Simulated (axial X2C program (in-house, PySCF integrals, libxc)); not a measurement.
**Nuclear properties of CuSb**

Calculated with an in-house all-electron X2C program for linear molecules (integrals from PySCF): two-component X2C with atomic mean-field Coulomb and Gaunt terms, Gaussian nuclei, basis Sb dyall-cv3z, Cu dyall-cv3z with contracted cores.

R = 2.414 Å (near the PBE0 minimum at charge 0 of the determinant lowest at the starting distance; the state shown can have its own minimum elsewhere).

Determinant lowest in the PBE0 search, Ω = 1 (⟨Sz⟩ = 0.99, ⟨Lz⟩ = 0.01 at PBE0), spin on the atoms Sb 1.01, Cu -0.02:

```
level  Eeff magnitude (GV/cm)  Ws magnitude Sb (kHz)  A∥/gI Sb (MHz)  qzz Sb (a.u.)  A∥/gI Cu (MHz)  qzz Cu (a.u.)  μ (D)
 PBE0                   0.805                  0.509            -920          -2.57            -258           0.38   2.16
PBE50                    0.62                   0.46            -886          -3.39            -272           0.07   2.99
 BP86                    1.02                  0.593            -886          -1.44            -198           0.78   1.39
  LDA                    1.43                  0.833            -850          -1.42            -196           0.79   1.31
```

Determinant 0.41 eV from it at PBE0 and this distance, Ω = 0 (closed shell), highest spinor 83% Sb p, 8% Cu p, 6% Cu d:

```tsv
level	qzz Sb (a.u.)	qzz Cu (a.u.)	μ (D)
PBE0	-2.18	0.44	2.09
PBE50	-3.18	0.11	2.92
BP86	-0.85	0.84	1.32
LDA	-0.86	0.84	1.22
```

Eeff is the effective electric field on the electron electric dipole moment in this Ω state and Ws the scalar–pseudoscalar constant of the nucleus named (defined with the proton number Z and per Ω); A∥ (defined per Ω) follows by multiplying with gI = μI/(I μN); qzz is the electric field gradient, eQq0 = 234.96 MHz × Q/barn × qzz; μ is positive if the Cu end (last atom) is positive. The operators were transformed with the bare-nucleus X2C matrices; with these basis sets, hyperfine constants and field gradients can be off by tens of per cent, and where levels differ in sign neither size nor sign is settled.

(1) With gI(121Sb) = 1.3454, gI(63Cu) = 1.4824 (g factors from the IAEA table of nuclear moments by Stone), turn the PBE0 values of the first state into constants in MHz.

Each state is one determinant with collinear spin, which with several unpaired electrons need not be a pure state. A closed determinant beside an open π² or δ² triplet, such as (π1/2)², mixes with its partner pair into the 0⁺ component of the triplet and ¹Σ⁺, so its energy is not that of a level, and 0⁺ can lie lowest. With several open shells hyperfine constants can be off by a factor of several. Where Eeff spreads by more than a factor of two the levels disagree and none is to be relied on. Open-shell Ω = 0 determinants with evenly filled partner blocks cannot be reached by this program, so the Ω shown need not be the lowest component. Left out as unconverged or as another state under the same occupation: HF in at least one table. States lie within half an eV, so the first need not be the ground state. Further determinants of the search, some of them spin-mixed, are not shown. Where a field gradient or hyperfine factor spreads by more than a factor of two over the levels, a constant derived from it is not to be relied on. PBE0 term energies can be off by some tenths of an eV.

## Answers

(1) A∥(121Sb) = -920 × 1.3454 = -1240 MHz; A∥(63Cu) = -258 × 1.4824 = -382 MHz.
